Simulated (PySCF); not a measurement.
B(F)(Me)(NHMe) (C2H7BFN), SMILES CNB(C)F. The structure is a stationary point at PBE-D3(BJ)/def2-SVP. The structure was generated by enumeration, and PubChem lists no compound with its InChIKey, so it may never have been made. Other conformers were not sampled.

Level of theory: PBE-D3(BJ)/def2-SVP in PySCF.

Harmonic wavenumbers (cm⁻¹): 117, 149, 175, 212, 322, 477, 516, 602, 743, 824, 865, 1054, 1085, 1105, 1194, 1290, 1333, 1386, 1390, 1407, 1421, 1425, 1528, 2942, 2971, 3003, 3050, 3071, 3083, 3541. Rotational constants (GHz): 8.529, 3.459, 2.541; symmetry number 1.

Problem. Work out the zero-point energy and the ideal-gas rigid-rotor harmonic-oscillator thermochemistry at 298.15 K and 1 atm.

Solution. ZPE = ½ Σ hcν = ½ × 42281 cm⁻¹ = 252.90 kJ/mol. H − E(el) = 273.01 kJ/mol. Entropy in J/(mol K): translation 162.57, rotation 108.22, vibration 59.91, total 330.70. G − E(el) = 174.42 kJ/mol. Cp = 102.69 J/(mol K). Modes under 150 cm⁻¹ make the vibrational entropy uncertain.
